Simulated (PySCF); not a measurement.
How exact exchange moves a shielding

Molecule: SMILES CC[Si@@H](O)P, C2H9OPSi.

Geometry (Å), atoms numbered from 1 in this order:
```xyz
14

C    -1.9896    0.0277    0.2397
C    -0.6239    0.7050    0.1496
Si    0.8087   -0.5054    0.2665
O     0.6993   -1.7082   -0.8898
P     2.7315    0.6594   -0.0466
H    -2.1250   -0.4759    1.2099
H    -2.8145    0.7477    0.1230
H    -2.1021   -0.7415   -0.5400
H    -0.5032    1.4618    0.9455
H    -0.5239    1.2584   -0.8016
H     0.7691   -1.2387    1.5642
H     0.7979   -1.4310   -1.8054
H     2.6046    1.3652    1.1898
H     3.5631   -0.3606    0.5066
```

GIAO shieldings (ppm, equivalent atoms averaged) in PySCF 2.14 on the PBE0-D3(BJ)/def2-SVP geometry, basis pcSseg-1, gas phase, non-relativistic:

| functional | exact exchange (%) | σ(C2) | σ(Si3) | σ(O4) |
| --- | --- | --- | --- | --- |
| BLYP | 0 | 156.7 | 305.9 | 292.3 |
| BP86 | 0 | 162.2 | 314.8 | 294.3 |
| PBE | 0 | 162.3 | 315.4 | 294.8 |
| B3LYP | 20 | 162.6 | 321.0 | 299.6 |
| PBE0 | 25 | 169.0 | 334.1 | 303.5 |
| mPW1PW91 | 25 | 168.4 | 333.1 | 303.2 |
| HF | 100 | 179.7 | 383.3 | 318.0 |

Task: Fit each shielding as a line in the percentage of exact exchange.

Result: σ(C2) = 161.1 + 0.19 x (rms 2.5 ppm); σ(Si3) = 312.3 + 0.72 x (rms 4.0 ppm); σ(O4) = 294.9 + 0.24 x (rms 1.7 ppm). The functionals also differ in their semilocal parts, which the line can't hold; Hartree–Fock has no correlation at all.

Task: What does the line predict for BHandHLYP (50 %), and what does the run give?

Result: σ(C2): 170.6 predicted, 169.6 computed; σ(Si3): 348.3 predicted, 343.5 computed; σ(O4): 306.9 predicted, 308.0 computed ppm.
